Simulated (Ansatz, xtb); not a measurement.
# Relaxing a trial structure of CHClMgTe

The starting geometry of this gas-phase singlet was built from a drawn formula by distance geometry and a force field; its bonds are those of `Cl[C][Mg][TeH]`.

```json
{"atom": "C", "x (Å)": "-0.9842", "y (Å)": "3.7796", "z (Å)": "3.0575"}
{"atom": "Cl", "x (Å)": "-2.7103", "y (Å)": "3.3370", "z (Å)": "3.4754"}
{"atom": "Mg", "x (Å)": "-0.0243", "y (Å)": "2.0580", "z (Å)": "2.2651"}
{"atom": "Te", "x (Å)": "1.3096", "y (Å)": "-0.1578", "z (Å)": "1.2165"}
{"atom": "H", "x (Å)": "-0.1079", "y (Å)": "-1.1103", "z (Å)": "1.4531"}
```

Predict what it relaxes into with r2SCAN-D4/def2-SVP.

It keeps its bonds, and is `Cl[C][Mg][TeH]`.

The energy falls by 0.23 eV over 11 steps:

```csv
step,E − E(last) (eV)
1,0.235
2,0.054
3,0.036
4,0.023
5,0.012
7,0.003
8,0.001
9,0.001
10,0.000
11,0.000
```

Final geometry (Å):

```yaml
atoms:
  - { symbol: C, position_ang: [-1.0868, 3.5598, 3.0154] }
  - { symbol: Cl, position_ang: [-2.6448, 3.8321, 3.6006] }
  - { symbol: Mg, position_ang: [-0.2967, 1.7174, 2.2616] }
  - { symbol: Te, position_ang: [1.3822, -0.0525, 1.2349] }
  - { symbol: H, position_ang: [0.1290, -1.1503, 1.3551] }
```

From the same start GFN2-xTB ends elsewhere, differing in Cl2–Mg3 (2.75 against 3.43 Å here).

No frequencies were run, so the end isn't proven a minimum. Atoms past krypton carry core potentials, without spin–orbit terms. Run with Ansatz 0.2.0, 20 s on 2 threads of Intel(R) Xeon(R) Processor @ 2.70GHz, on a shared host.
